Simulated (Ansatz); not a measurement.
Ansatz (a quantum-chemistry and plane-wave program) input:

Ansatz 0.2 input:
```yaml
crystal:
  periodic: [false, false, false]
  atoms:
    - {symbol: Zr, position_ang: [0.02008603, 0.00278907, -0.00841683]}
    - {symbol: H, position_ang: [0.47326178, -0.55954638, 1.70764292]}
    - {symbol: H, position_ang: [-0.64044715, 1.73401202, -0.19011303]}
    - {symbol: H, position_ang: [-0.63625573, -1.28602851, -1.18085669]}
basis:
  gaussian:
    orbitals: def2-TZVPD
hamiltonian:
  xc: {name: B97M-V}
magnetization: {spin_polarized: true, initial_magnetization: 1}
output: {forces: true}
```

Q: Which total energy does the run end on?

A: -48.75608 Eh (B97M-V/def2-TZVPD). The basis has 67 functions.

The spin state was set by rule; other spins were not relaxed.
